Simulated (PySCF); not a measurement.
**Stationary points of GeH₃**

Method: PySCF, PBE0, basis Ge def2-TZVP, H def2-TZVP (no relativity, density fitting).

Relaxations began from a few typed shapes; open shells are unrestricted. The search is not exhaustive: other isomers or separated fragments can lie lower, and high-lying points may rest on an excited occupation.

Question: Order these stationary points by electronic energy, lowest first, in kJ/mol from the lowest minimum.
A. doublet C3v: Ge–H 1.539 Å (×3); H–Ge–H 111.2° (×3)
B. doublet D3h: Ge–H 1.518 Å (×3); H–Ge–H 120.0° (×3)

Answer: A (0.0), B (20.1).

Question: Which of them are minima?

Answer: By energy in kJ/mol, 0.0: minimum; 20.1: saddle point, 1 imaginary mode.
